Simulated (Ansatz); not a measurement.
The cluster Ni₃. Total charge 0; singlet. Geometry relaxed at PBE0-D4/def2-TZVP.

Cartesian coordinates in Å:
```
Ni 1.1958 0.0325 0.4383
Ni -0.9786 0.0496 0.8143
Ni -0.2172 -0.0820 -1.2526
```

The restricted singlet is unstable towards broken spin symmetry in Hartree–Fock (as tested in another run); at PBE0-D4/def2-TZVP this wasn't settled. At PBE0-D4/def2-TZVP a quintet of charge 0 lies 1.80 eV below the restricted singlet, each at its own geometry. The structure comes from a short search, and lower isomers may exist.

(1) Estimate the harmonic wavenumbers at RKS PBE0-D4/def2-TZVP (Ansatz, unscaled). Is this a minimum?

Answers

(1) 236, 236, 340 cm⁻¹. Yes, no mode is imaginary beyond noise. Zero-point energy 4.9 kJ/mol. It took 39 s on 4 threads of Arm Neoverse V2 on a shared host.
